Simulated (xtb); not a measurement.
H₃Cl₂GaN (SMILES [NH3]->[Ga]([Cl])[Cl]), doublet, from a rough starting geometry (GFN-xTB shapes and energies of metal compounds can be far from the true ones) (the spin is typed, not shown lowest); GFN2-xTB (xtb).

xtb was given this input:
```
$ xtb mol.xyz --gfn 2 --uhf 1 --opt vtight --json

# file mol.xyz
7

Ga     0.44257956     1.27392703     0.82042592
Cl     1.07042741     2.12753433    -1.10655576
Cl    -1.64107334     1.39540813     1.45263593
N      0.10540831    -0.99145969    -0.18111332
H     -0.55495583    -0.79727856    -0.96446005
H     -0.40045222    -1.61963967     0.47670719
H      0.94607402    -1.47963778    -0.45295051
```

Predict the main parts of the log of this xtb run.


```
   ID    Z sym.   atoms
    1   31 Ga     1
    2   17 Cl     2, 3
    3    7 N      4
    4    1 H      5-7

           -------------------------------------------------
          |                Calculation Setup                |
           -------------------------------------------------

molecular fragmentation (1/2 indicates fragments):
1112222
# atoms in fragment 1/2:     3     4
 fragment masses (1/2) :      140.63       17.03
CMA distance (Bohr)    :   5.025
constraining FC (au)   :  0.0500

           -------------------------------------------------
          |                 G F N 2 - x T B                 |
           -------------------------------------------------

          ...................................................
          :                      SETUP                      :
          :.................................................:
          :  # basis functions                  37          :
          :  # atomic orbitals                  34          :
          :  # shells                           14          :
          :  # electrons                        25          :
          :  max. iterations                   250          :
          :  Hamiltonian                  GFN2-xTB          :
          :  restarted?                      false          :
          :  GBSA solvation                  false          :
          :  PC potential                    false          :
          :  electronic temp.          300.0000000     K    :
          :  accuracy                    1.0000000          :
          :  -> integral cutoff          0.2500000E+02      :
          :  -> integral neglect         0.1000000E-07      :
          :  -> SCF convergence          0.1000000E-05 Eh   :
          :  -> wf. convergence          0.1000000E-03 e    :
          :  Broyden damping             0.4000000          :
          :  net charge                          0          :
          :  unpaired electrons                  1          :
          ...................................................

 iter      E             dE          RMSdq      gap      omega  full diag
   1    -14.7287555 -0.147288E+02  0.697E+00    5.53       0.0  T
   2    -14.8971050 -0.168349E+00  0.877E+00    5.59       1.0  T
   3    -14.9019814 -0.487637E-02  0.709E+00    5.62       1.0  T
   4    -14.9043755 -0.239419E-02  0.128E+00    5.72       1.0  T
   5    -14.9062394 -0.186384E-02  0.350E-01    5.69       1.0  T
   6    -14.9062941 -0.547261E-04  0.126E-01    5.70       1.0  T
   7    -14.9063200 -0.258676E-04  0.497E-02    5.70       1.0  T
   8    -14.9063230 -0.300671E-05  0.376E-02    5.70       1.0  T
   9    -14.9063249 -0.186882E-05  0.149E-02    5.70       2.5  T
  10    -14.9063252 -0.299202E-06  0.107E-03    5.70      35.5  T
  11    -14.9063252 -0.125040E-08  0.931E-04    5.70      40.6  T
  12    -14.9063252 -0.196403E-08  0.359E-04    5.70     105.4  T

   *** convergence criteria satisfied after 12 iterations ***

         :::::::::::::::::::::::::::::::::::::::::::::::::::::
         ::                     SUMMARY                     ::
         :::::::::::::::::::::::::::::::::::::::::::::::::::::
         :: total energy             -14.854391387985 Eh    ::
         :: gradient norm              0.039461828264 Eh/a0 ::
         :: HOMO-LUMO gap              5.696927677180 eV    ::
         ::.................................................::
         :: SCC energy               -14.906320523720 Eh    ::
         :: -> isotropic ES            0.024045736637 Eh    ::
         :: -> anisotropic ES          0.002615106075 Eh    ::
         :: -> anisotropic XC          0.003370371413 Eh    ::
         :: -> dispersion             -0.004426610244 Eh    ::
         :: repulsion energy           0.051929135735 Eh    ::
         :: add. restraining           0.000000000000 Eh    ::
         :: total charge               0.000000000000 e     ::
         :::::::::::::::::::::::::::::::::::::::::::::::::::::

      -----------------------------------------------------------
     |                   =====================                   |
     |                        A N C O P T                        |
     |                   =====================                   |
     |               Approximate Normal Coordinate               |
     |                Rational Function Optimizer                |
      -----------------------------------------------------------
      -----------------------------------------------------------
     |                   =====================                   |
     |                        A N C O P T                        |
     |                   =====================                   |
     |               Approximate Normal Coordinate               |
     |                Rational Function Optimizer                |
      -----------------------------------------------------------

          ...................................................
          :                      SETUP                      :
          :.................................................:
          :   optimization level         verytight          :
          :   max. optcycles                   200          :
          :   ANC micro-cycles                  20          :
          :   degrees of freedom                15          :
          :.................................................:
          :   RF solver                   davidson          :
          :   write xtbopt.log                true          :
          :   linear?                        false          :
          :   energy convergence         0.1000000E-06 Eh   :
          :   grad. convergence          0.2000000E-03 Eh/α :
          :   maxmium RF displ.          1.0000000          :
          :   Hlow (freq-cutoff)         0.1000000E-01      :
          :   Hmax (freq-cutoff)         5.0000000          :
          :   S6 in model hess.         20.0000000          :
[...]
 * total energy  :   -14.8563919 Eh     change       -0.2550912E-06 Eh
 * total energy  :   -14.8563922 Eh     change       -0.2530394E-06 Eh
 * total energy  :   -14.8563924 Eh     change       -0.2359689E-06 Eh
 * total energy  :   -14.8563926 Eh     change       -0.2132191E-06 Eh
 * total energy  :   -14.8563927 Eh     change       -0.1034678E-06 Eh
 * total energy  :   -14.8563930 Eh     change       -0.2340014E-06 Eh
 * total energy  :   -14.8563936 Eh     change       -0.6075657E-06 Eh
 * total energy  :   -14.8563942 Eh     change       -0.6292243E-06 Eh
 * total energy  :   -14.8563945 Eh     change       -0.3466325E-06 Eh
 * total energy  :   -14.8563948 Eh     change       -0.2943805E-06 Eh
 * total energy  :   -14.8563950 Eh     change       -0.1925941E-06 Eh
 * total energy  :   -14.8563951 Eh     change       -0.1013046E-06 Eh
 * total energy  :   -14.8563952 Eh     change       -0.5904827E-07 Eh
   *** GEOMETRY OPTIMIZATION CONVERGED AFTER 30 ITERATIONS ***
[...]
   2    -14.9143650 -0.143530E-11  0.352E-05    5.78    1073.3  T
   3    -14.9143650 -0.363087E-11  0.124E-05    5.78    3052.3  T

   *** convergence criteria satisfied after 3 iterations ***

         :::::::::::::::::::::::::::::::::::::::::::::::::::::
         ::                     SUMMARY                     ::
         :::::::::::::::::::::::::::::::::::::::::::::::::::::
         :: total energy             -14.856395181839 Eh    ::
         :: gradient norm              0.000020369138 Eh/a0 ::
         :: HOMO-LUMO gap              5.776035399755 eV    ::
         ::.................................................::
         :: SCC energy               -14.914360744518 Eh    ::
         :: -> isotropic ES            0.024496443198 Eh    ::
         :: -> anisotropic ES          0.002406272392 Eh    ::
         :: -> anisotropic XC          0.003025883066 Eh    ::
         :: -> dispersion             -0.004473038004 Eh    ::
         :: repulsion energy           0.057965562679 Eh    ::
         :: add. restraining           0.000000000000 Eh    ::
         :: total charge               0.000000000000 e     ::
         :::::::::::::::::::::::::::::::::::::::::::::::::::::

           -------------------------------------------------
          |                Property Printout                |
           -------------------------------------------------

    * Orbital Energies and Occupations

         #    Occupation            Energy/Eh            Energy/eV
      -------------------------------------------------------------
         1        2.0000           -1.0428068             -28.3762
         2        2.0000           -1.0411782             -28.3319
         3        2.0000           -0.6599216             -17.9574
         4        2.0000           -0.5684329             -15.4678
         5        2.0000           -0.5665762             -15.4173
         6        2.0000           -0.5307235             -14.4417
         7        2.0000           -0.4643058             -12.6344
         8        2.0000           -0.4359113             -11.8618
         9        2.0000           -0.4306002             -11.7172
        10        2.0000           -0.4258702             -11.5885
        11        2.0000           -0.4248751             -11.5614
        12        2.0000           -0.4165545             -11.3350
        13        1.0000           -0.3456209              -9.4048 (HOMO)
        14                         -0.1333555              -3.6288 (LUMO)
        15                         -0.0600806              -1.6349
        16                         -0.0514814              -1.4009
        17                          0.0005776               0.0157
        18                          0.0154602               0.4207
        19                          0.0352823               0.9601
        20                          0.0387606               1.0547
        21                          0.0391500               1.0653
        22                          0.0398079               1.0832
        23                          0.0398692               1.0849
        24                          0.0400451               1.0897
       ...                                ...                  ...
        34                          1.2049361              32.7880
      -------------------------------------------------------------
                  HL-Gap            0.2122654 Eh            5.7760 eV
             Fermi-level           -0.3102880 Eh           -8.4434 eV

     #   Z          covCN         q      C6AA      α(0)
     1  31 Ga       1.944     0.101   216.325    32.993
     2  17 Cl       0.788    -0.185   104.838    15.663
     3  17 Cl       0.788    -0.185   104.837    15.663
     4   7 N        2.947    -0.335    28.592     7.942
     5   1 H        0.860     0.207     1.070     1.620
     6   1 H        0.860     0.199     1.110     1.650
     7   1 H        0.860     0.198     1.116     1.655

 Mol. C6AA /au·bohr⁶  :       1860.398451
 Mol. C8AA /au·bohr⁸  :     102287.066502
 Mol. α(0) /au        :         77.184983

Wiberg/Mayer (AO) data.
largest (>0.10) Wiberg bond orders for each atom

 ---------------------------------------------------------------------------
     #   Z sym  total        # sym  WBO       # sym  WBO       # sym  WBO
 ---------------------------------------------------------------------------
     1  31 Ga   2.748 --     3 Cl   1.158     2 Cl   1.158     4 N    0.388
     2  17 Cl   1.323 --     1 Ga   1.158     3 Cl   0.131
     3  17 Cl   1.323 --     1 Ga   1.158     2 Cl   0.131
     4   7 N    3.280 --     7 H    0.946     6 H    0.945     5 H    0.937
                             1 Ga   0.388
     5   1 H    0.957 --     4 N    0.937
     6   1 H    0.960 --     4 N    0.945
     7   1 H    0.961 --     4 N    0.946
 ---------------------------------------------------------------------------

Topologies differ in total number of bonds
Writing topology from bond orders to xtbtopo.mol

molecular dipole:
                 x           y           z       tot (Debye)
 q only:        0.236      -1.823      -0.237
   full:        0.339      -1.974      -0.171       5.110
molecular quadrupole (traceless):
                xx          xy          yy          xz          yz          zz
 q only:       -0.560       0.348       0.229       3.493       1.371       0.331
  q+dip:       -1.643       0.703       1.776       4.880       2.771      -0.133
   full:       -2.214       0.430       2.749       5.921       3.185      -0.535

optimized geometry written to: xtbopt.xyz

           -------------------------------------------------
          | TOTAL ENERGY              -14.856395181839 Eh   |
          | GRADIENT NORM               0.000020369138 Eh/α |
          | HOMO-LUMO GAP               5.776035399755 eV   |
           -------------------------------------------------

normal termination of xtb
```
